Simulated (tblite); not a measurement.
Compound: C₆H₁₅PS.
Cartesian coordinates in Å at the GFN2-xTB level; atoms count from 1:
```xyz
23
C6H15PS angstrom
C      1.6842    1.0438    0.7501
C      1.4922   -0.3285    0.1157
C      2.6247   -0.6457   -0.8571
C      0.1483   -0.4109   -0.6046
P     -1.3000   -0.2791    0.5452
C     -2.6264   -1.1533   -0.3833
C     -1.8738    1.4697    0.4638
S     -1.0281   -0.9724    2.3372
H      2.6679    1.1145    1.2082
H      1.5923    1.8330    0.0051
H      0.9392    1.1966    1.5292
H      1.4888   -1.0764    0.9171
H      3.5824   -0.6121   -0.3436
H      2.6447    0.0808   -1.6678
H      2.5009   -1.6380   -1.2857
H      0.0672    0.3652   -1.3700
H      0.0545   -1.3867   -1.0925
H     -2.7233   -0.7725   -1.3977
H     -2.3873   -2.2157   -0.4045
H     -3.5634   -1.0191    0.1557
H     -1.1401    2.1240    0.9290
H     -2.8047    1.5339    1.0268
H     -2.0449    1.7758   -0.5661
```

Method: GFN2-xTB as coded in tblite; computed harmonic values from a numerical Hessian at the method's own geometry, unscaled. Errors from tens to a few hundred cm⁻¹ against measured bands are possible. One conformer, not necessarily the lowest.

Harmonic wavenumbers (cm⁻¹): 68.0, 73.3, 117.2, 133.2, 176.4, 188.6, 210.2, 222.5, 228.4, 229.8, 254.5, 280.1, 340.9, 410.2, 429.4, 608.4, 717.5, 727.3, 745.7, 763.2, 810.2, 832.7, 883.7, 886.0, 903.1, 952.2, 982.5, 987.5, 1042.7, 1135.7, 1180.3, 1207.4, 1223.3, 1306.3, 1310.2, 1320.7, 1331.6, 1405.2, 1413.0, 1419.1, 1424.7, 1426.5, 1429.4, 1439.2, 1491.2, 1498.5, 1502.8, 1507.6, 2925.9, 2931.5, 2942.5, 2994.0, 2999.2, 3003.9, 3004.6, 3011.1, 3012.6, 3018.9, 3022.3, 3024.2, 3030.8, 3039.9, 3044.4.

A = 1891, B = 915.8, C = 848.2 MHz; mass 150.063 u (most abundant isotopes); point group C1, symmetry number 1.

Question: What is the zero-point energy?

Answer: Half the sum of the wavenumbers: 43092 cm⁻¹ = 515.49 kJ/mol.

Question: Entropy at 200 K, 1 bar (ideal gas, RRHO, classical rotation)?

Answer: Translation 163.05, rotation 119.58, vibration 98.02: S = 380.7 J/(mol K).

Question: And Cp and H(200 K) − H(0)?

Answer: Cp = 144.54 J/(mol K), of which vibrations give 111.29 (their classical limit is 63 R = 523.8); H(200 K) − H(0) = 17.98 kJ/mol without the zero-point energy, 11.33 from vibrations.

Question: How do the functions run with temperature in this model?

Answer: 
| T (K) | S (J/(mol K)) | Cp (J/(mol K)) | H − H(0) (kJ/mol) | G − H(0) (kJ/mol) | ln q(vib) |
| --- | --- | --- | --- | --- | --- |
| 100 | 298.6 | 94.7 | 5.87 | -23.99 | 1.64 |
| 300 | 447.9 | 190.8 | 34.73 | -99.64 | 8.33 |
| 500 | 566.5 | 277.5 | 81.90 | -201.35 | 14.77 |
| 800 | 717.9 | 366.4 | 179.56 | -394.73 | 23.81 |
| 1000 | 804.2 | 406.9 | 257.08 | -547.10 | 29.37 |

q(vib) and H(0) count from the zero-point level.

Question: Which modes carry the vibrational entropy at 200 K?

Answer: 68.0 cm⁻¹: 14.34; 73.3 cm⁻¹: 13.73; 117.2 cm⁻¹: 9.98; 133.2 cm⁻¹: 8.98; 176.4 cm⁻¹: 6.87; 188.6 cm⁻¹: 6.39 J/(mol K); the other 57 give 37.73 together.

Hindered rotation and anharmonicity are outside this model. Other conformers, if any are populated, would add a mixing term that is left out. The structure is chiral; the term R ln 2 for an equal mix with its mirror image is left out.

Hardware: one thread, Arm Neoverse V1 (aarch64), shared host with 32 logical CPUs at a one-minute load of 9.2. Cost: 1.1 s. The figure is for the frequency step alone.
